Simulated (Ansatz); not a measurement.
Reaction (redistribution): `C=C[SiH](O)Cl` + `C[SiH](C)O[SiH3]` → `C=C[Si](O)(Cl)O[SiH3]` + `C[SiH2]C`

Program: Ansatz. Geometries: PBE0-D4/def2-TZVP. ΔE: electronic, gas phase. CCSD(T)/CBS is the MP2 limit (def2-TZVPP, def2-QZVPP) plus CCSD(T) − MP2 in def2-TZVPP, frozen cores. DFT in def2-TZVPP. B3LYP here is the variant with VWN-RPA as its local correlation; programs differ in this. Each species was taken in one conformer, which may not be the lowest.

| level | ΔE (kcal/mol) |
| --- | --- |
| r2SCAN-D4 | -4.5 |
| PBE0-D4 | -4.5 |
| r2SCAN | -4.3 |
| B3LYP | -3.4 |
| MP2/def2-TZVPP | -4.3 |
| CCSD/def2-TZVPP | -4.3 |
| HF/def2-QZVPP | -3.6 |
| SCS-MP2/def2-QZVPP | -3.9 |

(1) What does CCSD(T)/CBS give? (An estimate is asked.)

Largest T1 diagnostic among the species: 0.011.

Results:

(1) The calculation gave: -4.2 kcal/mol. The listed levels differ from it by -0.3, -0.3, -0.1, 0.8, -0.1, -0.1, 0.6, 0.3 kcal/mol.

The D4 term adds −1.1 kcal/mol with B3LYP and −0.6 kcal/mol with PBE0; it sums over pairs of atoms, weighted by their polarisabilities, and B3LYP, whose exchange is more repulsive, gets the larger term.
